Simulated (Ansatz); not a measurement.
Relaxation of AlH9N2SSi (14 atoms, charge 0, multiplicity 1), to a largest force component of 0.03 eV/Å in at most 50 steps.

Theory: RKS LDA/def2-SVP (Ansatz 0.2.0).

```xyz
14
Properties=species:S:1:pos:R:3:forces:R:3
Al 0.313 0.579 1.162 -0.21 0.42 -0.33
S -0.436 2.538 0.380 0.20 -0.36 0.38
N 2.025 0.330 1.537 -0.07 0.00 0.00
N -0.903 -0.709 1.262 0.04 0.03 0.00
H -0.545 0.544 -1.393 0.22 0.83 0.32
Si -0.837 -0.749 -1.997 -0.21 -0.99 -0.37
H 0.738 2.774 -0.276 0.02 -0.01 0.01
H 2.705 1.087 1.648 -0.02 -0.01 -0.01
H 2.463 -0.577 1.722 -0.02 0.03 0.00
H -0.812 -1.624 1.713 0.01 0.04 -0.02
H -1.859 -0.574 0.916 0.03 0.00 0.01
H -2.178 -1.243 -1.515 0.03 0.01 -0.01
H 0.226 -1.762 -1.659 -0.02 0.02 -0.01
H -0.899 -0.614 -3.501 0.01 0.00 0.04
```

Question: Where does it end, and by what steps?

Answer: The run converged. After 13 steps the energy has fallen by 0.173 eV; H9 moved furthest, 1.00 Å.

```
step  energy less start (eV)  largest force component (eV/Å)  accepted
   0                  0.0000                           0.990       yes
   1                 -0.0569                           0.275       yes
   2                 -0.0826                           0.193       yes
   3                 -0.0965                           0.197       yes
   4                 -0.1138                           0.288       yes
   5                 -0.1330                           0.540       yes
   6                 -0.1502                           0.613       yes
   7                 -0.1590                           0.509       yes
   8                 -0.1431                           0.391        no
   9                 -0.1704                           0.106       yes
  10                 -0.1715                           0.097       yes
  11                 -0.1730                           0.035       yes
  12                 -0.1726                           0.044        no
  13                 -0.1733                           0.008       yes
```

```xyz
14
Properties=species:S:1:pos:R:3
Al 0.135 0.634 0.874
S -0.513 2.726 0.880
N 1.851 0.203 0.909
N -1.112 -0.632 1.098
H -0.292 0.560 -1.192
Si -0.566 -0.871 -1.644
H 0.590 3.116 0.175
H 2.603 0.863 1.123
H 2.229 -0.736 0.758
H -0.936 -1.525 1.569
H -2.117 -0.427 1.101
H -2.027 -1.198 -1.555
H 0.340 -1.868 -0.983
H -0.184 -0.845 -3.111
```

Whether the end is a true minimum wasn't checked by a vibrational analysis.

Run time: 27 s on 4 threads of Arm Neoverse N1, with other jobs on the host, peak memory 0.18 GiB.
